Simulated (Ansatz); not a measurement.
`C[SiH2]SSC` → `CSS` + `C[SiH]` at 400 K and 1 bar (silylene formation by 1,1-elimination).

Gas-phase electronic energies from Ansatz, PBE0-D4/def2-TZVP geometries. CCSD(T)/CBS adds triple-zeta CCSD(T) − MP2 to the extrapolated MP2 energy (def2 sets, frozen cores). This one scheme is used for every species. Each species was taken in one conformer, which may not be the lowest.

```
     species  CCSD(T)/CBS energy (Eh)  H − E (kJ/mol)  S (J/(mol·K))
`C[SiH2]SSC`              -1165.58998           288.8          427.1
       `CSS`               -836.00794           149.0          316.6
    `C[SiH]`               -329.46712           128.7          279.3
```

H − E and S are ideal-gas, rigid-rotor, harmonic terms from PBE0-D4/def2-TZVP, for one conformer and one mirror image of each species. 1 Eh = 2625.50 kJ/mol, R = 8.31446 J/(mol·K).

By hand: ΔE, ΔH, ΔS and ΔG.

ΔE = (-836.00794) + (-329.46712) − (-1165.58998) = 0.11492 Eh = 301.7 kJ/mol. Δ(H − E) = 149.0 + 128.7 − 288.8 = -11.1, so ΔH = 290.6 kJ/mol. ΔS = 316.6 + 279.3 − 427.1 = 168.8 J/(mol·K). ΔG = 290.6 − 400 × (168.8)/1000 = 223.1 kJ/mol.

By hand: the equilibrium constant, and the temperature at which ΔG would vanish if ΔH and ΔS stayed fixed.

log₁₀ K = −ΔG/(RT ln 10) = -29.1. ΔG = 0 at ΔH/ΔS = 1722 K.

The number of gas molecules changes by +1, which sets the sign of ΔS. A doubt of 5 kJ/mol in ΔE shifts log₁₀ K by 0.7 here. Other conformers and mirror images would add mixing entropy, several J/(mol·K) or more a flexible species. These are equilibria of isolated gas molecules and say nothing of rates. Largest T1 diagnostic: 0.012 (customary marks: 0.02 for closed shells, 0.045 for open ones).
